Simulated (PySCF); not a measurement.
Br2Hg, singlet, geometry from GFN2-xTB (such geometries of metal compounds can be far from the true shape) (core potentials on Hg), with bond 2-1 at 1.8 times its length; B3LYP/def2-SV(P) in PySCF.

The PySCF input:
```python
from pyscf import gto, scf, dft

mol = gto.Mole()
mol.atom = '''
    Hg    0.00000000    0.00000000    0.00000000
    Br    0.00000000    0.00000000    4.36180426
    Br   -0.00000000   -0.00000000   -2.42322459
'''
mol.basis = 'def2-sv(p)'
mol.ecp = {'Hg': 'def2-sv(p)'}
mol.verbose = 4
mol.build()

mf = dft.RKS(mol)
mf.xc = 'b3lyp'
mf.kernel()
mo_i, mo_e, stable_i, stable_e = mf.stability(internal=True, external=True, return_status=True, nroots=6, tol=1e-6)
print('internally stable:', stable_i, ' externally stable:', stable_e)
if not stable_e:
    umf = mf.to_uhf() if not hasattr(mf, 'xc') else mf.to_uks()
    umf.scf_summary = {}
    umf.kernel(umf.make_rdm1(mo_e, umf.mo_occ))
```

It wrote (shortened):

```
PySCF version 2.14.0

[INPUT] verbose = 4
[INPUT] num. atoms = 3
[INPUT] num. electrons = 90
[INPUT] charge = 0
[INPUT] spin (= nelec alpha-beta = 2S) = 0
[INPUT] symmetry False subgroup None
[INPUT] Mole.unit = angstrom
[INPUT] Symbol           X                Y                Z      unit          X                Y                Z       unit  Magmom
[INPUT]  1 Hg     0.000000000000   0.000000000000   0.000000000000 AA    0.000000000000   0.000000000000   0.000000000000 Bohr   0.0
[INPUT]  2 Br     0.000000000000   0.000000000000   4.361804260000 AA    0.000000000000   0.000000000000   8.242615460361 Bohr   0.0
[INPUT]  3 Br     0.000000000000   0.000000000000  -2.423224590000 AA    0.000000000000   0.000000000000  -4.579230813411 Bohr   0.0

nuclear repulsion = 333.328664003077
number of shells = 35
number of NR pGTOs = 198
number of NR cGTOs = 89
basis = def2-sv(p)
ecp = {'Hg': 'def2-sv(p)'}

******** <class 'pyscf.dft.rks.RKS'> ********
method = RKS
initial guess = minao
damping factor = 0
level_shift factor = 0
DIIS = <class 'pyscf.scf.diis.CDIIS'>
diis_start_cycle = 1
diis_space = 8
diis_damp = 0
SCF conv_tol = 1e-09
SCF conv_tol_grad = None
SCF max_cycles = 50
direct_scf = True
direct_scf_tol = 1e-13
XC library pyscf.dft.libxc version 7.1.2
    S. Lehtola, C. Steigemann, M. J. T. Oliveira, and M. A. L. Marques,  SoftwareX 7, 1–5 (2018)
XC functionals = b3lyp
    P. J. Stephens, F. J. Devlin, C. F. Chabalowski, and M. J. Frisch,  J. Phys. Chem. 98, 11623 (1994)
radial grids:
    Treutler-Ahlrichs [JCP 102, 346 (1995); DOI:10.1063/1.469408] (M4) radial grids

becke partition: Becke, JCP 88, 2547 (1988); DOI:10.1063/1.454033
pruning grids: <function nwchem_prune>
grids dens level: 3
symmetrized grids: False
atomic radii adjust function: <function treutler_atomic_radii_adjust>
small_rho_cutoff = 0
Set gradient conv threshold to 3.16228e-05
Initial guess from minao.
tot grids = 64592
init E= -5287.49082451977

cycle= 1 E= -5299.90268891869  delta_E= -12.4  |g|= 1.91  |ddm|= 15.8
cycle= 2 E= -5264.57255176332  delta_E= 35.3  |g|= 8.72  |ddm|= 18.7
cycle= 3 E= -5300.88811589209  delta_E= -36.3  |g|= 1.03  |ddm|= 17.4

cycle= 4 E= -5300.80590216731  delta_E= 0.0822  |g|= 0.611  |ddm|=  3.5
cycle= 5 E= -5301.05336218582  delta_E= -0.247  |g|= 0.548  |ddm|= 3.24
cycle= 6 E= -5301.11316418799  delta_E= -0.0598  |g|= 0.369  |ddm|= 0.524
cycle= 7 E= -5301.18606648545  delta_E= -0.0729  |g|= 0.244  |ddm|= 0.732
cycle= 8 E= -5301.23119249842  delta_E= -0.0451  |g|= 0.128  |ddm|= 1.14
cycle= 9 E= -5301.23304098886  delta_E= -0.00185  |g|= 0.104  |ddm|= 0.063
cycle= 10 E= -5301.22779391402  delta_E= 0.00525  |g|= 0.137  |ddm|= 0.0901
cycle= 11 E= -5301.22853592068  delta_E= -0.000742  |g|= 0.133  |ddm|= 0.0123
cycle= 12 E= -5301.23665830537  delta_E= -0.00812  |g|= 0.0706  |ddm|= 0.17
cycle= 13 E= -5301.23916355853  delta_E= -0.00251  |g|= 0.0319  |ddm|= 0.104
cycle= 14 E= -5301.23978056478  delta_E= -0.000617  |g|= 0.00775  |ddm|= 0.0673
cycle= 15 E= -5301.23980731497  delta_E= -2.68e-05  |g|= 0.00411  |ddm|= 0.00962
cycle= 16 E= -5301.23981803973  delta_E= -1.07e-05  |g|= 0.000453  |ddm|= 0.00989
cycle= 17 E= -5301.23981818229  delta_E= -1.43e-07  |g|= 4.44e-05  |ddm|= 0.00143
cycle= 18 E= -5301.23981818282  delta_E= -5.33e-10  |g|= 2.98e-05  |ddm|= 4.07e-05
Extra cycle  E= -5301.23981814938  delta_E= 3.34e-08  |g|= 0.000236  |ddm|= 0.000705
SCF not converged.
SCF energy = -5301.23981814938
rhf_internal: lowest eigs of H = [0.05519191 0.05519191 0.34067005 0.34067007 0.7080368  0.71662415]
<class 'pyscf.dft.rks.RKS'> wavefunction is stable in the internal stability analysis
rhf_real2complex: lowest eigs of H = [-0.00664843 -0.00664841  0.02302435  0.06936365  0.06936366  0.15012952]
<class 'pyscf.dft.rks.RKS'> wavefunction has an real -> complex instability
rhf_external: lowest eigs of H = [-0.04957444 -0.02185021 -0.0218502   0.05639112  0.05639113  0.11625685]
<class 'pyscf.dft.rks.RKS'> wavefunction has an RHF/RKS -> UHF/UKS instability
internally stable: True  externally stable: False

******** <class 'pyscf.dft.uks.UKS'> ********
method = UKS
initial guess = minao
damping factor = 0
level_shift factor = 0
DIIS = <class 'pyscf.scf.diis.CDIIS'>
diis_start_cycle = 1
diis_space = 8
diis_damp = 0
SCF conv_tol = 1e-09
SCF conv_tol_grad = None
SCF max_cycles = 50
direct_scf = True
direct_scf_tol = 1e-13
number electrons alpha = 45  beta = 45
XC library pyscf.dft.libxc version 7.1.2
    S. Lehtola, C. Steigemann, M. J. T. Oliveira, and M. A. L. Marques,  SoftwareX 7, 1–5 (2018)
XC functionals = b3lyp
    P. J. Stephens, F. J. Devlin, C. F. Chabalowski, and M. J. Frisch,  J. Phys. Chem. 98, 11623 (1994)
radial grids:
    Treutler-Ahlrichs [JCP 102, 346 (1995); DOI:10.1063/1.469408] (M4) radial grids

becke partition: Becke, JCP 88, 2547 (1988); DOI:10.1063/1.454033
pruning grids: <function nwchem_prune>
grids dens level: 3
symmetrized grids: False
atomic radii adjust function: <function treutler_atomic_radii_adjust>
small_rho_cutoff = 0
Set gradient conv threshold to 3.16228e-05
init E= -5301.15268673219
cycle= 1 E= -5300.98890335852  delta_E= 0.164  |g|= 0.515  |ddm|= 1.81
cycle= 2 E= -5294.46488689271  delta_E= 6.52  |g|= 1.48  |ddm|= 4.01
cycle= 3 E= -5301.07561807583  delta_E= -6.61  |g|= 0.33  |ddm|= 4.04
cycle= 4 E= -5301.18691443178  delta_E= -0.111  |g|= 0.215  |ddm|= 1.05

cycle= 5 E= -5300.77204082483  delta_E= 0.415  |g|= 0.507  |ddm|= 2.35
cycle= 6 E= -5300.8464549916  delta_E= -0.0744  |g|= 0.414  |ddm|= 0.298
cycle= 7 E= -5301.20631816438  delta_E= -0.36  |g|= 0.14  |ddm|= 2.34
cycle= 8 E= -5301.21186350196  delta_E= -0.00555  |g|= 0.13  |ddm|= 0.0567
cycle= 9 E= -5301.19366672392  delta_E= 0.0182  |g|= 0.164  |ddm|= 0.141
cycle= 10 E= -5301.22392972917  delta_E= -0.0303  |g|= 0.113  |ddm|= 0.852
cycle= 11 E= -5301.22700109206  delta_E= -0.00307  |g|= 0.0943  |ddm|= 0.584
cycle= 12 E= -5301.23916458975  delta_E= -0.0122  |g|= 0.0239  |ddm|= 0.22
cycle= 13 E= -5301.23982563224  delta_E= -0.000661  |g|= 0.0126  |ddm|= 0.0487
cycle= 14 E= -5301.23972359321  delta_E= 0.000102  |g|= 0.015  |ddm|= 0.00795
cycle= 15 E= -5301.23934427123  delta_E= 0.000379  |g|= 0.021  |ddm|= 0.0325
cycle= 16 E= -5301.23955594237  delta_E= -0.000212  |g|= 0.0156  |ddm|= 0.024
cycle= 17 E= -5301.23980252945  delta_E= -0.000247  |g|= 0.0044  |ddm|= 0.0428
cycle= 18 E= -5301.2398172885  delta_E= -1.48e-05  |g|= 0.000982  |ddm|= 0.018
cycle= 19 E= -5301.23981821052  delta_E= -9.22e-07  |g|= 6.98e-05  |ddm|= 0.00343
cycle= 20 E= -5301.23981818395  delta_E= 2.66e-08  |g|= 9.7e-06  |ddm|= 0.00106
cycle= 21 E= -5301.23981818341  delta_E= 5.47e-10  |g|= 2.4e-06  |ddm|= 0.000173
Extra cycle  E= -5301.23981818342  delta_E= -1.09e-11  |g|= 3.75e-06  |ddm|= 2.51e-05
converged SCF energy = -5301.23981818342  <S^2> = 3.6527581e-09  2S+1 = 1
```

The run did not converge; its last values are not results.
